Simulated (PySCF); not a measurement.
O2Zr, charge +1, multiplicity 2. Atoms are numbered in the order given.

```xyz
3

Zr     0.0000     0.0000     0.3476
O      0.0000     1.2908    -0.8690
O      0.0000    -1.2908    -0.8690
```
Charge +1, spin multiplicity 2.

Geometry: PBE0-D3(BJ)/def2-TZVP. A frequency run showed that this geometry is not a minimum. The multiplicity is an assumed one; other spin states were not compared. The isomer is the one that the SMILES or the coordinates give; other isomers of the formula were not compared. The def2 effective core potentials stand for the cores of Zr; spin–orbit coupling is left out.

Method: PBE/def2-TZVPD (PySCF).

Isolated molecule, no solvent.

Task: Estimate the frontier levels, dipole moment and polarisability. (Estimate from the structure and the level; the computed values follow.)

Result: 
- α spin, highest occupied and lowest empty level: -14.08 and -9.56 eV
- β spin, highest occupied and lowest empty level: -13.75 and -12.36 eV
- dipole moment about the centre of nuclear charge: 1.309 e·Å
- mean static polarisability: 32.6 bohr³ (4.83 Å³)
- polarisability, principal values: 18.6, 31.7, 47.4 bohr³
- ⟨S²⟩: 0.765 (pure state 0.75)
